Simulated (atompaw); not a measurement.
Pseudopotential generation for copper (Cu): PAW (atompaw), PBEsol, scalar-relativistic.

atompaw 4.2.0.5 input, output lines left out:

```
Cu 29
GGA-PBESOL scalarrelativistic loggrid 1500 logderivrange -7 5 301
4 4 3 0 0 0
4 0 0.75
4 1 0
0 0 0
c
c
c
v
c
v
v
v
2
2.10 1.60 1.65 0.94
y
0.35
n
n
y
0.4
n
custom polynom2 7 10 vanderbiltortho besselshape
bessel
2.10
2.10
1.15
2.10
1.65
1.65
```

All-electron outer shells of the reference configuration (PBEsol, scalar-relativistic, ld1.x):

```tsv
shell	level (eV)	outermost node (bohr)	outermost maximum (bohr)
2p	-918.35	–	0.16
3s	-116.38	0.29	0.61
3p	-73.98	0.26	0.62
3d	-7.04	–	0.60
4s	-6.30	0.89	2.24
4p	-1.92	0.97	3.26
```

What the tests gave:

* Cutoffs needed: over 300 Ry and over 300 Ry (the cutoffs (Ry, on a coarse ladder) from which the occupation-weighted sum of valence levels, in a spherical-Bessel basis at the reference potential, stays within 10 and 1 mRy of its value at 400 Ry)
* Ghost test: no extra level below or beside the all-electron valence levels (s, p, d, f tested) (spherical-Bessel basis up to 400 Ry, 20 bohr box)
* Lowest eigenvalue of the overlap operator: 0.13 (s channel)
* Overlap eigenvalues printed by atompaw (projector basis): 0.263, 1.83, 4.87, 403, 625, 1.2e+03
* Share of each valence orbital outside the PAW sphere: 4s 71 %, 3p 0 %, 4p 92 %, 3d 7 %

Generation and tests took about 4.1 s on one core of a shared server CPU.
